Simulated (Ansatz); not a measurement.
[CrO3Cl]- (CrClO₃⁻) was relaxed with PBE0-D4 (def2-SVPD) in Ansatz in these states: charge -1 singlet, neutral doublet. The geometries follow in no particular order.

A:

```xyz
5

Cr    0.151    0.052   -0.038
O     1.034   -0.072    1.260
O     0.696   -0.871   -1.192
O     0.032    1.550   -0.509
Cl   -1.912   -0.659    0.479
```

B:

```csv
atom,x (Å),y (Å),z (Å)
Cr1,0.083,-0.027,-0.001
O2,0.381,0.968,-1.245
O3,0.415,0.970,1.232
O4,1.052,-1.220,-0.013
Cl5,-1.931,-0.691,0.027
```

Task: Judge from the bond lengths which geometry belongs to which state (an estimate).

Result: A is the charge -1 singlet (Cr1–Cl5 2.242 Å, Cr1–O3 1.575 Å, Cr1–O2 1.575 Å); B is the neutral doublet (Cr1–Cl5 2.121 Å, Cr1–O3 1.620 Å, Cr1–O2 1.620 Å).

The restricted singlet is unstable towards broken spin symmetry in Hartree–Fock (as tested in another run); at PBE0-D4/def2-SVPD this wasn't settled. At PBE0-D4/def2-SVPD the relaxed charge 0 doublet is spin-contaminated (final ⟨S²⟩ up to 0.90, 0.75 for a pure state).
